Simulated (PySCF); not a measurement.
NbO, SMILES [Nb]=[O] (connectivity only; charge and spin as stated), neutral, multiplicity 4.

Geometry optimised at PBE0-D3(BJ)/def2-TZVPD. The spin state was assumed, not searched. The def2 effective core potentials stand for the cores of Nb; spin–orbit coupling is left out.

Two levels are set side by side: PBE/def2-TZVPD (PySCF) and ωB97X/def2-TZVPD (PySCF). Same geometry, gas phase. Differences are taken from unrounded values.

| quantity | ωB97X | PBE | PBE minus ωB97X |
|---|---|---|---|
| α-spin orbital gap (eV) | 6.97 | 1.46 | -5.52 |
| β-spin orbital gap (eV) | 12.81 | 5.58 | -7.23 |
| dipole moment (D) | 3.73 | 3.32 | -0.41 |
| mean polarisability (bohr³) | 95.6 | 77.7 | -17.9 |

Rough cost on one machine, each run with all the roots and properties that it gave: ωB97X against PBE within a factor of 2.
